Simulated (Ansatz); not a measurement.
Start from `N=C[SeH]` and change one atom or group to get `C=C/N=C\[SeH]`.

Ansatz, PBE0-D4/def2-TZVP geometries, multiplicity 1. Each molecule was computed in one conformer, which needn't be the lowest.

Scalar relativity is left out up to krypton.

```
                                        property  `N=C[SeH]`
           HOMO–LUMO gap (B3LYP/def2-TZVPP) / eV        6.10
size of the dipole moment (B3LYP/def2-TZVPP) / D        2.53
            HOMO–LUMO gap (PBE0/def2-TZVPP) / eV        6.57
              LUMO energy (PBE0/def2-TZVPP) / eV       -0.46
             HOMO energy (B3LYP/def2-TZVPP) / eV       -6.80
           LUMO energy (ωB97M-V/def2-TZVPP) / eV        1.69
```

(1) What does the change do to each property? (Best estimate.)

Answers

(1) The calculation gave: 
| property | `C=C/N=C\[SeH]` | shift |
| --- | --- | --- |
| HOMO–LUMO gap (B3LYP/def2-TZVPP) / eV | 5.45 | -0.65 |
| size of the dipole moment (B3LYP/def2-TZVPP) / D | 1.04 | -1.49 |
| HOMO–LUMO gap (PBE0/def2-TZVPP) / eV | 5.88 | -0.69 |
| LUMO energy (PBE0/def2-TZVPP) / eV | -0.88 | -0.42 |
| HOMO energy (B3LYP/def2-TZVPP) / eV | -6.55 | 0.25 |
| LUMO energy (ωB97M-V/def2-TZVPP) / eV | 1.25 | -0.44 |

With PBE0 the HOMO rises by 0.26 eV and the LUMO falls by 0.42 eV, so the gap narrows by about 0.68 eV. PBE moves the HOMO by 0.26 eV and ωB97M-V by 0.25 eV. Dipoles are sizes alone; their direction can turn.

B3LYP here is the variant with VWN-RPA as its local correlation; programs differ in this.

Spin–orbit coupling is left out; it splits and shifts lone-pair levels of the heavy atoms by tenths of an eV.
